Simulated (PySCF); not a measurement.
Molecule: SMILES C(C)(O)[CH]C(C)C (C6H13O), doublet. Atoms near the plane z = 0.0 Å, at the GFN2-xTB optimised geometry (x, y, z in Å): C4 (0.6, 1.0, 1.0), C5 (0.1, 0.0, 0.0), C6 (0.5, -1.4, 0.2), O7 (-1.3, 0.0, 0.0), H15 (0.6, 2.0, 0.8), H16 (0.5, 0.4, -1.0), H17 (0.1, -1.8, 1.1), H18 (1.6, -1.5, 0.2), H19 (0.2, -2.0, -0.7), H20 (-1.6, 0.9, 0.0).

Computed with PySCF with unrestricted PBE0/def2-SVP. Cells within 0.4 Å of a nucleus heavier than hydrogen are left out (blank, or x). The values are rescaled to run from 0 to 1.

```
|2222222222222222222222222222222|
|2222222222222222222222222222222|
|2222222222222222222222222222222|
|2222222222222222222222222222222|
|2222222222222222222222222222222|
|2222222222222222111222222222222|
|2222222222222211111112222222222|
|2222222221122111111112222222222|
|2222222111111111111111222222222|
|2222221111111111111111222222222|
|2222221110011111111111222222222|
|2222211100011111111111222222222|
|2222211113731001111111222222222|
|2222211115941101321111122222222|
|2222211111xx142xx20111122222222|
|2222221111xx153xx00011122222222|
|2222222224xx021xx20011112222222|
|2222222223310015852111111222222|
|2222222222210014752221111222222|
|2222222222111002xx4652111222222|
|2222222222111112xxx883111222222|
|2222222222111113643542111222222|
|2222222222211113321221111222222|
|2222222222211112211111112222222|
|2222222222221111111111122222222|
|2222222222222111111111222222222|
|2222222222222211111122222222222|
|2222222222222222222222222222222|
|2222222222222222222222222222222|
|2222222222222222222222222222222|
|2222222222222222222222222222222|
```
Scale: ten equal steps from 0.000 (start of '0') to 1.00 (end of '9'), in the order '0123456789'; x runs from -4.50 to 4.50, y from -4.50 (bottom) to 4.50 (top).

Which quantity is mapped?
(A) deformation density (molecule minus spherical neutral atoms)
(B) electrostatic potential
(C) spin density
(D) an orbital amplitude

A, deformation density (molecule minus spherical neutral atoms). In full: deformation density (molecule minus spherical neutral atoms) (e/bohr³).
